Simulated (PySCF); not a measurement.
# Low-lying terms of Cl⁵⁺ (chlorine, charge +5)

Ground state [Ne] 3s2, ¹S. Calculation: PySCF 2.14, in aug-cc-pwCVTZ with one added diffuse shell each of s, p, d, f type (9s8p6d4f, 91 functions); no relativity, point nucleus. Vertical excitation energies in eV without spin-orbit coupling; excited terms of each kind are numbered among those the solver found. Frozen: nothing.

```tsv
term	leading excitation	EOM-EE-CCSD
1 3P°	3s → p	12.068
1 1P°	3s → p	18.312
1 3D	3s → d	34.476
1 1D	3s → d	39.953
1 3S	3s → s	50.298
1 1S	3s → s	51.537
2 1P°	3s → p	55.533
2 3P°	3s → p	56.081
2 3D	3s → d	63.016
2 1D	3s → d	63.179
1 3F°	3s → f	65.521
1 1F°	3s → f	66.517
```

Doubly excited terms such as np² are absent. The solver can miss terms.
